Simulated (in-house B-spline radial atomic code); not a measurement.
Inner levels of terbium as electrons are removed. A shift is the extra binding of the orbital against the neutral atom ([Xe] 4f5/2(6) 4f7/2(3) 6s2). The density at the nucleus is averaged over the nuclear charge. Computed with a B-spline radial code for spherical atoms: Dirac-Hartree-Fock, jj configuration that fills j = l - 1/2 first, finite nuclei.

A number in brackets counts the electrons of a j subshell.

```json
{"ion": "Tb33+", "configuration": "[Ar] 3d10 4s2 4p1/2(2)", "shift of 1s1/2 (eV)": "1311.04", "shift of 2p1/2 (eV)": "1298", "shift of 2p3/2 (eV)": "1293.01", "radius of 1s1/2 (bohr)": "0.021502", "radius of 2p1/2 (bohr)": "0.075836", "radius of 2p3/2 (bohr)": "0.082741", "Σ<r²> (bohr²)": "2.1378", "change of density at nucleus (bohr⁻³)": "1472.83"}
{"ion": "Tb34+", "configuration": "[Ar] 3d10 4s2 4p1/2(1)", "shift of 1s1/2 (eV)": "1383.63", "shift of 2p1/2 (eV)": "1364.26", "shift of 2p3/2 (eV)": "1360.23", "radius of 1s1/2 (bohr)": "0.021501", "radius of 2p1/2 (bohr)": "0.07583", "radius of 2p3/2 (bohr)": "0.082715", "Σ<r²> (bohr²)": "1.863", "change of density at nucleus (bohr⁻³)": "1528.32"}
{"ion": "Tb35+", "configuration": "[Ar] 3d10 4s2", "shift of 1s1/2 (eV)": "1457.38", "shift of 2p1/2 (eV)": "1431.44", "shift of 2p3/2 (eV)": "1428.41", "radius of 1s1/2 (bohr)": "0.0215", "radius of 2p1/2 (bohr)": "0.075821", "radius of 2p3/2 (bohr)": "0.082689", "Σ<r²> (bohr²)": "1.5956", "change of density at nucleus (bohr⁻³)": "1583.45"}
{"ion": "Tb36+", "configuration": "[Ar] 3d10 4s1", "shift of 1s1/2 (eV)": "?", "shift of 2p1/2 (eV)": "?", "shift of 2p3/2 (eV)": "?", "radius of 1s1/2 (bohr)": "?", "radius of 2p1/2 (bohr)": "?", "radius of 2p3/2 (bohr)": "?", "Σ<r²> (bohr²)": "?", "change of density at nucleus (bohr⁻³)": "?"}
{"ion": "Tb37+", "configuration": "[Ar] 3d10", "shift of 1s1/2 (eV)": "1602.09", "shift of 2p1/2 (eV)": "1567.84", "shift of 2p3/2 (eV)": "1563.99", "radius of 1s1/2 (bohr)": "0.0215", "radius of 2p1/2 (bohr)": "0.075786", "radius of 2p3/2 (bohr)": "0.082648", "Σ<r²> (bohr²)": "1.0785", "change of density at nucleus (bohr⁻³)": "-3319.62"}
{"ion": "Tb38+", "configuration": "[Ar] 3d3/2(4) 3d5/2(5)", "shift of 1s1/2 (eV)": "1734.56", "shift of 2p1/2 (eV)": "1699.77", "shift of 2p3/2 (eV)": "1692.27", "radius of 1s1/2 (bohr)": "0.0215", "radius of 2p1/2 (bohr)": "0.075745", "radius of 2p3/2 (bohr)": "0.082563", "Σ<r²> (bohr²)": "1.0109", "change of density at nucleus (bohr⁻³)": "-3017.26"}
{"ion": "Tb39+", "configuration": "[Ar] 3d3/2(4) 3d5/2(4)", "shift of 1s1/2 (eV)": "1869.39", "shift of 2p1/2 (eV)": "1833.92", "shift of 2p3/2 (eV)": "1822.61", "radius of 1s1/2 (bohr)": "0.0215", "radius of 2p1/2 (bohr)": "0.075702", "radius of 2p3/2 (bohr)": "0.082474", "Σ<r²> (bohr²)": "0.94582", "change of density at nucleus (bohr⁻³)": "-2707.07"}
{"ion": "Tb40+", "configuration": "[Ar] 3d3/2(4) 3d5/2(3)", "shift of 1s1/2 (eV)": "2006.57", "shift of 2p1/2 (eV)": "1970.27", "shift of 2p3/2 (eV)": "1955.01", "radius of 1s1/2 (bohr)": "0.0215", "radius of 2p1/2 (bohr)": "0.075657", "radius of 2p3/2 (bohr)": "0.082383", "Σ<r²> (bohr²)": "0.883", "change of density at nucleus (bohr⁻³)": "-2389.03"}
{"ion": "Tb41+", "configuration": "[Ar] 3d3/2(4) 3d5/2(2)", "shift of 1s1/2 (eV)": "?", "shift of 2p1/2 (eV)": "?", "shift of 2p3/2 (eV)": "?", "radius of 1s1/2 (bohr)": "?", "radius of 2p1/2 (bohr)": "?", "radius of 2p3/2 (bohr)": "?", "Σ<r²> (bohr²)": "?", "change of density at nucleus (bohr⁻³)": "?"}
{"ion": "Tb42+", "configuration": "[Ar] 3d3/2(4) 3d5/2(1)", "shift of 1s1/2 (eV)": "2287.98", "shift of 2p1/2 (eV)": "2249.54", "shift of 2p3/2 (eV)": "2225.91", "radius of 1s1/2 (bohr)": "0.021501", "radius of 2p1/2 (bohr)": "0.075559", "radius of 2p3/2 (bohr)": "0.082191", "Σ<r²> (bohr²)": "0.76384", "change of density at nucleus (bohr⁻³)": "-1729.33"}
{"ion": "Tb43+", "configuration": "[Ar] 3d3/2(4)", "shift of 1s1/2 (eV)": "2432.21", "shift of 2p1/2 (eV)": "2392.46", "shift of 2p3/2 (eV)": "2364.4", "radius of 1s1/2 (bohr)": "0.021501", "radius of 2p1/2 (bohr)": "0.075507", "radius of 2p3/2 (bohr)": "0.08209", "Σ<r²> (bohr²)": "0.7073", "change of density at nucleus (bohr⁻³)": "-1387.62"}
{"ion": "Tb44+", "configuration": "[Ar] 3d3/2(3)", "shift of 1s1/2 (eV)": "?", "shift of 2p1/2 (eV)": "?", "shift of 2p3/2 (eV)": "?", "radius of 1s1/2 (bohr)": "?", "radius of 2p1/2 (bohr)": "?", "radius of 2p3/2 (bohr)": "?", "Σ<r²> (bohr²)": "?", "change of density at nucleus (bohr⁻³)": "?"}
{"ion": "Tb45+", "configuration": "[Ar] 3d3/2(2)", "shift of 1s1/2 (eV)": "2734.22", "shift of 2p1/2 (eV)": "2679.5", "shift of 2p3/2 (eV)": "2658.42", "radius of 1s1/2 (bohr)": "0.021502", "radius of 2p1/2 (bohr)": "0.075297", "radius of 2p3/2 (bohr)": "0.081917", "Σ<r²> (bohr²)": "0.60237", "change of density at nucleus (bohr⁻³)": "-646.94"}
{"ion": "Tb46+", "configuration": "[Ar] 3d3/2(1)", "shift of 1s1/2 (eV)": "2888.89", "shift of 2p1/2 (eV)": "2826.09", "shift of 2p3/2 (eV)": "2808.66", "radius of 1s1/2 (bohr)": "0.021502", "radius of 2p1/2 (bohr)": "0.075188", "radius of 2p3/2 (bohr)": "0.081826", "Σ<r²> (bohr²)": "0.55252", "change of density at nucleus (bohr⁻³)": "-263.93"}
```

Task: Fill in the row of Tb36+.

Result: shift of 1s1/2 (eV): 1529.26; shift of 2p1/2 (eV): 1499.23; shift of 2p3/2 (eV): 1495.79; radius of 1s1/2 (bohr): 0.0215; radius of 2p1/2 (bohr): 0.075804; radius of 2p3/2 (bohr): 0.082669; Σ<r²> (bohr²): 1.334; change of density at nucleus (bohr⁻³): -829.61.

Task: Fill in the row of Tb41+.

Result: shift of 1s1/2 (eV): 2146.1; shift of 2p1/2 (eV): 2108.81; shift of 2p3/2 (eV): 2089.44; radius of 1s1/2 (bohr): 0.021501; radius of 2p1/2 (bohr): 0.075609; radius of 2p3/2 (bohr): 0.082288; Σ<r²> (bohr²): 0.82237; change of density at nucleus (bohr⁻³): -2063.13.

Task: Fill in the row of Tb44+.

Result: shift of 1s1/2 (eV): 2582; shift of 2p1/2 (eV): 2534.96; shift of 2p3/2 (eV): 2510.33; radius of 1s1/2 (bohr): 0.021501; radius of 2p1/2 (bohr): 0.075404; radius of 2p3/2 (bohr): 0.082005; Σ<r²> (bohr²): 0.65393; change of density at nucleus (bohr⁻³): -1021.49.
